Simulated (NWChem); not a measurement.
Molecule: C$_{2}$H$_{9}$NSi; SMILES CN(C)[SiH3]

```xyz
13

C     -0.0469    -1.1507     1.2104
N      0.1266    -0.3883     0.0000
C     -0.0469    -1.1507    -1.2104
Si     0.0030     1.3434     0.0000
H      0.6418    -2.0163     1.2304
H     -1.0754    -1.5497     1.3317
H      0.1762    -0.5344     2.0949
H      0.6418    -2.0163    -1.2304
H      0.1762    -0.5344    -2.0949
H     -1.0754    -1.5497    -1.3317
H     -1.3964     1.8977     0.0000
H      0.6783     1.8553    -1.2312
H      0.6783     1.8553     1.2312
```
Atoms are numbered in this order, from 1.

Geometry: optimised at PBE0/def2-SVP.

Give the principal values of the shielding tensors (ppm) of C1, N2, Si4 from PBE0/pcSseg-1, GIAO (NWChem), with their diamagnetic and paramagnetic parts as GIAO splits them.


```
atom    σ11    σ22    σ33  isotropic  diamagnetic  paramagnetic
----  -----  -----  -----  ---------  -----------  ------------
C1    120.9  125.5  184.6      143.6        247.7        -104.0
N2    223.7  268.5  285.3      259.1        326.7         -67.6
Si4   334.5  361.7  485.6      394.0        880.9        -486.9
```
